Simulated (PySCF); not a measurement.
Cl₂H₄SSi₂, SMILES Cl[SiH2]S[SiH2]Cl. Geometry: r2SCAN-D4/def2-SVP. This is a generated structure with no PubChem entry under its InChIKey; it may be hypothetical. The values are those of a single conformer.

Computed equilibrium geometry at r2SCAN-D4/def2-SVP (PySCF confirms it by a frequency run) as Cartesian coordinates in Å, and its point group (one conformer of several):
point group C2.
```xyz
9

Si    -1.3552     0.9022    -0.0738
Cl    -2.6532    -0.4896     0.7422
S      0.0000     0.0000    -1.4737
Si     1.3552    -0.9022    -0.0738
Cl     2.6532     0.4896     0.7422
H     -0.5950     1.5144     1.0468
H     -2.1416     1.8972    -0.8425
H      0.5950    -1.5144     1.0468
H      2.1416    -1.8972    -0.8425
```
